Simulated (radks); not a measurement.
Values are calculated unless marked as measured or tabulated.
Problem. All-electron atom: Ta+ in [Xe] 4f14 5d3 6s1. Level of theory: scalar-relativistic Kohn-Sham, PBE, spin-polarised, spherical densities, finite nucleus; open shells are filled with parallel spins first (spin-orbit coupling, left out, can overturn this in heavy ions); Fermi nuclear charge, rms radius 5.3507 fm (a radial shooting solver on a logarithmic mesh with Libxc functionals). Some entries of the table are withheld. Estimate them.

| orbital | occ. | eigenvalue (hartree) | <r^2> (bohr^2) |
|---|---|---|---|
| 1s up | 1 | -2475.200 | 0.0004788 |
| 1s down | 1 | -2475.200 | 0.0004788 |
| 2s up | 1 | -425.5024 | 0.007376 |
| 2s down | 1 | -425.4981 | 0.007376 |
| 2p up | 3 | -372.9992 | 0.006083 |
| 2p down | 3 | -372.9958 | 0.006083 |
| 3s up | 1 | -97.67228 | 0.04796 |
| 3s down | 1 | -97.67136 | 0.04796 |
| 3p up | 3 | -82.04906 | 0.04865 |
| 3p down | 3 | -82.04796 | 0.04865 |
| 3d up | 5 | -63.79672 | 0.04038 |
| 3d down | 5 | -63.79419 | 0.04038 |
| 4s up | 1 | -20.11671 | 0.2376 |
| 4s down | 1 | -20.11340 | 0.2377 |
| 4p up | 3 | -14.99013 | 0.2706 |
| 4p down | 3 | -14.98702 | 0.2706 |
| 4d up | 5 | -8.42178 | 0.3174 |
| 4d down | 5 | -8.41789 | 0.3171 |
| 5s up | 1 | -2.95669 | 1.371 |
| 5s down | 1 | -2.91329 | 1.352 |
| 5p up | 3 | -1.73199 | 1.920 |
| 5p down | 3 | -1.67083 | 1.880 |
| 4f up | 7 | (1) | (2) |
| 4f down | 7 | (3) | (4) |
| 6s up | 1 | -0.45480 | 10.23 |
| 5d up | 3 | (5) | 5.208 |
| 5d down | 0 | (6) | 5.124 |

Solution. 
(1) 4f up eigenvalue (hartree): -1.16728
(2) 4f up <r^2> (bohr^2): 0.5267
(3) 4f down eigenvalue (hartree): -1.15664
(4) 4f down <r^2> (bohr^2): 0.5149
(5) 5d up eigenvalue (hartree): -0.41676
(6) 5d down eigenvalue (hartree): -0.32531
